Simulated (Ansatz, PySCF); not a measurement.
C₂H₇BFNS (SMILES CN(C)B(F)S), singlet, geometry from GFN2-xTB, with bond 11-5 at 1.8 times its length. Base run: CASSCF(2,4)/STO-3G (PySCF).

Input for PySCF:
```python
from pyscf import gto, scf, mcscf
import numpy

mol = gto.Mole()
mol.atom = '''
    B     0.288346    0.134802   -0.443729
    F     1.124171   -0.322490   -1.384166
    N    -0.154774   -0.764108    0.524353
    C    -1.046302   -0.498793    1.631244
    C     0.270254   -2.153131    0.508001
    H    -1.939657   -1.125128    1.552039
    H    -0.546544   -0.727350    2.577008
    H    -1.353354    0.544483    1.644652
    H     0.793717   -2.394587    1.436796
    H    -0.599831   -2.808453    0.415874
    H     1.469945   -2.468252   -1.001717
    S    -0.134782    1.895646   -0.597878
    H    -0.954130    1.997594    0.440602
'''
mol.basis = 'sto-3g'
mol.charge = 0
mol.spin = 0
mol.verbose = 4
mol.build()

mf = scf.RHF(mol)
mf.kernel()
mc = mcscf.CASSCF(mf, 4, 2)
mc.fix_spin_(ss=0.0)
mc.kernel()
occ = numpy.linalg.eigvalsh(mc.fcisolver.make_rdm1(mc.ci, mc.ncas, mc.nelecas))[::-1]
ss = mc.fcisolver.spin_square(mc.ci, mc.ncas, mc.nelecas)[0]
print('natural occupations', occ.round(4), ' <S^2>', round(ss, 4))
```

Programs used: Ansatz (an electronic-structure program), PySCF; a row that names a program was run with it.

The base run was repeated with changes; each row names its change, and settings that it needs were set with it.

| change | ΔE vs base (mEh) | natural occupations | <S^2> of the state |
|---|---|---|---|
| base | 0.000 | 1.99 0.01 0.00 0.00 | 0.00 |
| state_average = 2 states | 26.325 | - | - |
| active space = 6 electrons, 8 orbitals | -107.9 | 1.98 1.98 1.72 0.28 0.02 0.01 0.00 0.00 | 0.00 |
| fix_spin_ = off | 0.000 | 1.99 0.01 0.00 0.00 | 0.00 |
| conv_tol = 1e-5 | 0.006 | 1.99 0.01 0.00 0.00 | 0.00 |
| orbitals = fixed (CASCI); correction = SC-NEVPT2 | -254.5 | 2.00 0.00 0.00 0.00 | 0.00 |
| active space = 4 electrons, 4 orbitals | -86.381 | 1.99 1.72 0.28 0.01 | 0.00 |
| active space = 2 electrons, 2 orbitals | 9.749 | 2.00 0.00 | 0.00 |
| code = ansatz | -77.537 | - | - |
| orbitals = fixed (CASCI) | 8.625 | 2.00 0.00 0.00 0.00 | 0.00 |
| code = ansatz; correction = SC-NEVPT2, all electrons | -300.2 | - | - |

Active orbitals are taken around the Fermi level unless the row says otherwise; CASSCF can end in different local minima, and two programs can end on different orbitals. State-averaged rows give the lowest state.

Ansatz warned in this series: the state or the total is in doubt.
